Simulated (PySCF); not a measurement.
System (SMILES): C=C(F)F.
Geometry (B3LYP-D3(BJ)/def2-TZVP, fixed):
```
C
C 1 1.3156
F 1 1.3225 2 125.22
F 1 1.3225 2 125.22 3 -180.00
H 2 1.0775 1 119.81 3 0.00
H 2 1.0775 5 120.39 1 180.00
```

Basis-set convergence of the mean static polarisability at PBE with PySCF. All functions are spherical. Density fitting with generated auxiliary sets. In sets without p functions on hydrogen, species with hydrogen take exact integrals. No added dispersion term, no relativity. Reference: the value in d-aug-cc-pVTZ, 29.78 bohr³, itself unsure by roughly 0.7 % (its mean distance from aug-pcseg-2, aug-cc-pVTZ). Deviations are taken from unrounded values.

```csv
basis,functions,mean static polarisability (bohr³)
6-31G*,60,20.97
6-31+G*,76,26.25
cc-pVDZ,66,21.54
aug-cc-pVDZ,110,29.06
def2-SVP,66,21.47
def2-SVPD,102,28.55
pcseg-1,66,22.14
aug-pcseg-1,110,29.54
6-311G**,84,22.45
6-311+G**,100,26.16
def2-TZVP,136,26.17
def2-TZVPD,172,29.46
cc-pVTZ,148,25.11
aug-cc-pVTZ,230,29.54
pcseg-2,148,26.42
aug-pcseg-2,230,29.63
def2-TZVPP,152,26.34
def2-TZVPPD,188,29.46
def2-QZVPP,288,27.91
def2-QZVPPD,324,29.62
```

What the diffuse functions change, pair by pair:
- 6-31G* to 6-31+G*: 16 more functions, deviation -29.6 to -11.8 %
- cc-pVDZ to aug-cc-pVDZ: 44 more functions, deviation -27.7 to -2.4 %
- def2-SVP to def2-SVPD: 36 more functions, deviation -27.9 to -4.1 %
- pcseg-1 to aug-pcseg-1: 44 more functions, deviation -25.6 to -0.8 %
- 6-311G** to 6-311+G**: 16 more functions, deviation -24.6 to -12.2 %
- def2-TZVP to def2-TZVPD: 36 more functions, deviation -12.1 to -1.1 %
- cc-pVTZ to aug-cc-pVTZ: 82 more functions, deviation -15.7 to -0.8 %
- pcseg-2 to aug-pcseg-2: 82 more functions, deviation -11.3 to -0.5 %
- def2-TZVPP to def2-TZVPPD: 36 more functions, deviation -11.5 to -1.1 %
- def2-QZVPP to def2-QZVPPD: 36 more functions, deviation -6.3 to -0.5 %

They bring the value nearer the reference by more than 0.7 % in 10 of 10 pairs.
